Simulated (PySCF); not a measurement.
SMILES [F][Ti]([F])([F])[F] (B3LYP/def2-SVP optimised geometry):

```
5

Ti    -0.579    -0.818     0.000
F     -1.166    -1.636     1.413
F      1.156    -0.818     0.000
F     -1.156     0.818     0.000
F     -1.156    -1.633    -1.418
```

Computed with B3LYP/def2-TZVP (PySCF 2.14.0).

Question: What are the frontier orbital energies and the dipole moment?

Answer: HOMO-2 -12.24 eV, HOMO-1 -12.24 eV, HOMO -12.24 eV, LUMO -3.43 eV, LUMO+1 -3.42 eV; dipole moment 0.01 D.

On the same geometry PBE/def2-TZVP (PySCF) gives HOMO-2 -10.44 eV, HOMO-1 -10.44 eV, HOMO -10.44 eV, LUMO -3.98 eV, LUMO+1 -3.98 eV; dipole moment 0.01 D.

Meta-Löwdin charges at B3LYP/def2-TZVP: Ti1 1.69, F2 -0.42, F3 -0.42, F4 -0.42, F5 -0.42.
